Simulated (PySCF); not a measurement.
**Working out the ionisation energy of Se(16+)**

Se(16+) [Ar] (1S) → Se(17+) [Ne] 3s2 3p5 (2P). Calculation: PySCF 2.14, in an uncontracted even-tempered set (19 s from 1.4 bohr⁻², ratio 2.5; 12 p from 1.8 bohr⁻², ratio 2.5; 5 d from 10 bohr⁻², ratio 2.7; 4 f from 16 bohr⁻², ratio 2.7); scalar relativity by spin-free X2C-1e. Frozen: 1s2; the 22 highest virtual orbitals dropped. Energies in hartree (1 hartree = 27.21139 eV):

| part | Se(16+) (lower) | Se(17+) (upper) |
| --- | --- | --- |
| UHF | -2299.747047 | -2275.779827 |
| MP2 opposite-spin | -0.438212 | -0.417050 |
| MP2 same-spin | -0.171542 | -0.157066 |

Question: What does Hartree-Fock give?

Answer: (-2275.779827) − (-2299.747047) = 23.967220 hartree = 652.181 eV.

Question: What do MP2 and SCS-MP2 (6/5 opposite-spin, 1/3 same-spin) give?

Answer: The opposite-spin parts differ by 0.576 eV and the same-spin parts by 0.394 eV. MP2: 652.181 + (0.576) + (0.394) = 653.151 eV. SCS-MP2: 652.181 + 1.2 × (0.576) + (0.394)/3 = 653.004 eV.

Reference: 650.5 ± 2.1 eV (semi-empirical (NIST evaluation); NIST Atomic Spectra Database, ionization energies), between the lowest levels; spin-orbit coupling is absent from the calculation.

What remains against the reference includes basis incompleteness, the frozen core and correlation beyond second order.
